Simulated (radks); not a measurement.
Values are calculated unless marked as measured or tabulated.
Isoelectronic series with 6 electrons, each ion in its NIST ground configuration. Code: a radial shooting solver on a logarithmic mesh with Libxc functionals. Model: scalar-relativistic Kohn-Sham, LDA (Slater exchange, Perdew-Wang correlation), spin-polarised, spherical densities, finite nucleus; open shells are filled with parallel spins first; Fermi nuclear charge, rms radius of each element as measured or else 0.836 A^(1/3) + 0.57 fm. Total energies (hartree) and orbital eigenvalues (eV) (* marks an orbital that is empty in some or all of the ions):

| ion | configuration | E (hartree) | 2p down* | 2p up | 2s down | 2s up |
|---|---|---|---|---|---|---|
| C | [He] 2s2 2p2 | -37.48447 | -3.7968 | -6.1794 | -11.8588 | -14.4589 |
| N+ | [He] 2s2 2p2 | -53.61496 | -18.5395 | -22.1107 | -29.9787 | -33.5279 |
| O2+ | [He] 2s2 2p2 | -72.76337 | -40.4263 | -45.1395 | -55.2427 | -59.7058 |
| F3+ | [He] 2s2 2p2 | -94.92813 | -69.2702 | -75.1118 | -87.4744 | -92.8381 |
| Ne4+ | [He] 2s2 2p2 | -120.11089 | -105.0072 | -111.9719 | -126.6170 | -132.8753 |
| Mg6+ | [He] 2s2 2p2 | -179.54393 | -197.0619 | -206.2691 | -225.5665 | -233.6075 |
| Al7+ | [He] 2s2 2p2 | -213.80305 | -253.3611 | -263.6897 | -285.3712 | -294.3030 |
| Si8+ | [He] 2s2 2p2 | -251.09753 | -316.5051 | -327.9560 | -352.0715 | -361.8949 |
| P9+ | [He] 2s2 2p2 | -291.43334 | -386.4960 | -399.0701 | -425.6793 | -436.3952 |
| S10+ | [He] 2s2 2p2 | -334.81695 | -463.3374 | -477.0360 | -506.2087 | -517.8186 |
| Cl11+ | [He] 2s2 2p2 | -381.25538 | -547.0348 | -561.8590 | -593.6765 | -606.1820 |
| Ar12+ | [He] 2s2 2p2 | -430.75619 | -637.5948 | -653.5459 | -688.1014 | -701.5042 |
| K13+ | [He] 2s2 2p2 | -483.32744 | -735.0249 | -752.1043 | -789.5040 | -803.8059 |
| Ca14+ | [He] 2s2 2p2 | -538.97771 | -839.3337 | -857.5426 | -897.9066 | -913.1096 |
